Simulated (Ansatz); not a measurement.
AlBF2H2S, SMILES `B[S][Al]([F])[F]` at its PBE0-D4/def2-TZVP geometry, where that method's forces vanish. Total charge 0; spin multiplicity 1.

| atom | x (Å) | y (Å) | z (Å) |
| --- | --- | --- | --- |
| B1 | -0.536 | 0.390 | 1.048 |
| S2 | -1.681 | 0.209 | -0.271 |
| Al3 | 0.315 | -0.333 | -0.981 |
| F4 | 1.229 | 0.766 | -1.783 |
| F5 | 0.774 | -1.906 | -1.023 |
| H6 | -0.768 | 0.745 | 2.157 |
| H7 | 0.667 | 0.129 | 0.853 |

(1) For each bond, give half the difference of the two atoms' forces along it (eV/Å; positive pushes the atoms apart) under PBE-D4, r2SCAN-D4, B3LYP-D4, ωB97M-V in def2-TZVPP. (An estimate is asked.)

Results:

(1) Computed: 
```json
{"bond": "B1–S2", "length (Å)": "1.757", "PBE-D4": "0.22", "r2SCAN-D4": "0.12", "B3LYP-D4": "0.22", "ωB97M-V": "0.09"}
{"bond": "B1–Al3", "length (Å)": "2.317", "PBE-D4": "-0.13", "r2SCAN-D4": "-0.01", "B3LYP-D4": "0.13", "ωB97M-V": "0.11"}
{"bond": "B1–H6", "length (Å)": "1.187", "PBE-D4": "0.06", "r2SCAN-D4": "-0.04", "B3LYP-D4": "-0.20", "ωB97M-V": "-0.20"}
{"bond": "B1–H7", "length (Å)": "1.246", "PBE-D4": "-0.01", "r2SCAN-D4": "-0.05", "B3LYP-D4": "-0.12", "ωB97M-V": "-0.08"}
{"bond": "S2–Al3", "length (Å)": "2.187", "PBE-D4": "0.04", "r2SCAN-D4": "0.05", "B3LYP-D4": "0.06", "ωB97M-V": "-0.04"}
{"bond": "Al3–F4", "length (Å)": "1.639", "PBE-D4": "0.34", "r2SCAN-D4": "0.03", "B3LYP-D4": "0.06", "ωB97M-V": "0.07"}
{"bond": "Al3–F5", "length (Å)": "1.639", "PBE-D4": "0.34", "r2SCAN-D4": "0.03", "B3LYP-D4": "0.06", "ωB97M-V": "0.07"}
```

B3LYP here is the variant with VWN-RPA as its local correlation; programs differ in this.
